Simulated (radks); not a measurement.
Species: Sn+. Configuration: [Kr] 4d10 5s2 7f1 (not the ground configuration). Calculated with a radial shooting solver on a logarithmic mesh with Libxc functionals: Dirac Kohn-Sham, PBE, spin-unpolarised, spherical densities, point nucleus; open shells are shared between the two j in proportion to 2j + 1.

Normalised radial functions P(r) = r R(r) (large component), r in bohr:

r,4p3/2,4d3/2,4d5/2
0.001729,0.0020,0.0000,0.0000
0.002478,0.0039,0.0000,0.0000
0.003552,0.0077,0.0001,0.0001
0.005132,0.0153,0.0003,0.0002
0.007356,0.0293,0.0007,0.0005
0.01054,0.0549,0.0017,0.0014
0.01523,0.1005,0.0045,0.0039
0.02183,0.1721,0.0115,0.0103
0.0313,0.2727,0.0283,0.0260
0.04486,0.3836,0.0656,0.0616
0.06481,0.4425,0.1428,0.1363
0.0929,0.3344,0.2716,0.2625
0.1332,-0.0209,0.4369,0.4272
0.1908,-0.4946,0.5461,0.5407
0.2757,-0.6470,0.4226,0.4279
0.3952,-0.0912,-0.0390,-0.0218
0.5665,0.8198,-0.6624,-0.6419
0.812,1.2149,-1.0289,-1.0182
1.173,0.8290,-0.9024,-0.9063
1.682,0.3043,-0.5182,-0.5287
2.41,0.0559,-0.1933,-0.2013
3.482,0.0039,-0.0394,-0.0422
4.991,0.0001,-0.0037,-0.0041
7.154,0.0000,-0.0001,-0.0001
10.25,0.0000,0.0000,0.0000
14.82,0.0000,0.0000,0.0000
21.24,0.0000,0.0000,0.0000
30.44,0.0000,0.0000,0.0000
43.63,0.0000,0.0000,0.0000
63.04,0.0000,0.0000,0.0000
90.35,0.0000,0.0000,0.0000

4p3/2: eigenvalue -103.46 eV, 2 radial nodes at r = 0.131, 0.410 bohr, <r> = 0.895 bohr, 90 % of the charge inside 1.32 bohr. 4d3/2: eigenvalue -42.519 eV, 1 radial node at r = 0.386 bohr, <r> = 1.08 bohr, 90 % of the charge inside 1.68 bohr. 4d5/2: eigenvalue -41.470 eV, 1 radial node at r = 0.390 bohr, <r> = 1.10 bohr, 90 % of the charge inside 1.70 bohr.
